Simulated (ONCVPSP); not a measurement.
## PBE ONCV dataset for N (Z = 7), scalar-relativistic all-electron reference.

* Element: nitrogen (N)
* Generator: ONCVPSP 4.0.1
* Type: optimised norm-conserving Vanderbilt (ONCV)
* Functional: PBE
* Relativity: scalar-relativistic
* Frozen core: [He]
* Valence charge: 5
* Reference configuration: 2s2 2p3
* Partial waves: 2s: rc 0.75 bohr, ncon 4, nbas 8, qcut 9.2 1/bohr, local; 2p: rc 1.85 bohr, ncon 4, nbas 7, qcut 7.1 1/bohr, 1 projector; d scattering state at 0.29 Ha: rc 1.90 bohr, ncon 5, nbas 9, qcut 6 1/bohr, 2 projectors, debl 2.3 Ha
* Local potential: the s channel
* Core correction: none

Does the generator finish with these settings?

Yes, a potential is produced and its reference levels are reproduced.

Estimate the cutoffs (Ha) at which the residual kinetic energy of the hardest occupied pseudo-wave falls to 1 and 0.1 mHa per electron.

30 Ha and 179 Ha.

What does a ghost test show?

No bound ghost flagged; no localised positive-energy state flagged.

Which valence shell sets the plane-wave cutoff?

2s: 30 Ha for 1 mHa per electron, against 18 Ha for 2p.

Tests: 2s2 2p2; 2s2 2p1; 2s2 2p0; 2s1 2p3. Which has the largest error in its energy relative to the reference configuration, and how large is it?

2s2 2p0, with +1336 meV (all-electron minus pseudo) on +89.53 eV.
